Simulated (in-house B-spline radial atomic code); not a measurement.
The numbers below are computed, except where a source is named.
**Ghost states of the separable form: Sr**

Sr, [Kr] 5s2, non-relativistic PBE, spherical and spin-unpolarised, from a B-spline radial code for spherical atoms (atomic units; all potentials screened as in the neutral atom).

Troullier-Martins channels: 5s (ε = -0.1278, r_c = 3.229 bohr), 4p (ε = -0.8431, r_c = 1.169 bohr). In the Kleinman-Bylander form one channel serves as the local potential, and each other channel l becomes |δV u><u δV|/<u|δV|u>, with δV = V_l − V_local and u the pseudo-orbital. Its strength is E_KB = <u|δV²|u>/<u|δV|u>. By the analysis of Gonze, Stumpf and Scheffler a spurious state lies below the reference level ε if E_KB > 0 and ε is above the second level of the local potential alone, or if E_KB < 0 and ε is above its first. The table's levels are those of angular momentum l in a sphere of 9 bohr, whose wall can lift a shallow ε a little above its free-atom value.

| local | channel | <u δV u> | <u δV² u> | ε | first local level | second local level |
| --- | --- | --- | --- | --- | --- | --- |
| s | p | -2.259 | 6.618 | -0.8431 | -0.0504 | 0.2178 |
| p | s | 0.10295 | 0.16491 | -0.1230 | -1.8676 | -0.2381 |

Q: Apply the rule to each row.

A: Local s, channel p: E_KB = -2.93, so ε = -0.8431 is set against -0.0504: no ghost. Local p, channel s: E_KB = +1.6, so ε = -0.1230 is set against -0.2381: a ghost.

Diagonalising the separable Hamiltonian gives:

```csv
local,channel,three lowest levels,"all-electron, two lowest valence levels"
s,p,"-0.8430, -0.0120, 0.2910","-0.8431, -0.0303"
p,s,"-0.8662, -0.1230, 0.1494","-0.1230, 0.1510"
```

Q: Which choices of local channel are safe?

A: Free of ghosts: s. With p local the s channel has a ghost 0.74 hartree below ε, since the local potential binds more than one state below ε, and a repulsive term of rank one raises each level at most to the next, so it clears only one of them. Among the safe choices the second level, which tests transfer, is off by at most 18.4 millihartree (s local).
